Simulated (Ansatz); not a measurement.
Total energies of [AgF4]- (AgF₄⁻) from Ansatz at r2SCAN-D4/def2-TZVPD, gas phase (1 Eh = 27.2114 eV = 2625.5 kJ/mol). The reference geometry is relaxed at PBE0-D4/def2-SVPD.

```
atom   x (Å)   y (Å)   z (Å)
 Ag1   0.000   0.000   0.000
  F2   1.587  -0.984   0.445
  F3  -0.765  -1.582  -0.771
  F4  -1.587   0.984  -0.445
  F5   0.765   1.582   0.771
```

| state | geometry | energy (Eh) |
| --- | --- | --- |
| charge -1 singlet | reference | -546.50841 |
| charge 0 doublet | reference | -546.26908 |
| charge -1 triplet | relaxed at PBE0-D4/def2-SVPD | -546.44427 |

In the def2 sets Ag takes a core potential; there is no spin–orbit coupling.

**Question.** Work out the vertical ionisation energy to the doublet.

**Answer.** E(charge 0 doublet) − E(charge -1 singlet) = -546.26908 − (-546.50841) = 0.23933 Eh = 6.51 eV. For comparison, −ε of the highest occupied level is 3.18 eV at this level, 3.33 eV less.

**Question.** Which of the charge -1 states is lowest, and how far above it are the others?

**Answer.** The singlet. triplet: -546.44427 − (-546.50841) = 0.06414 Eh = 168.4 kJ/mol.
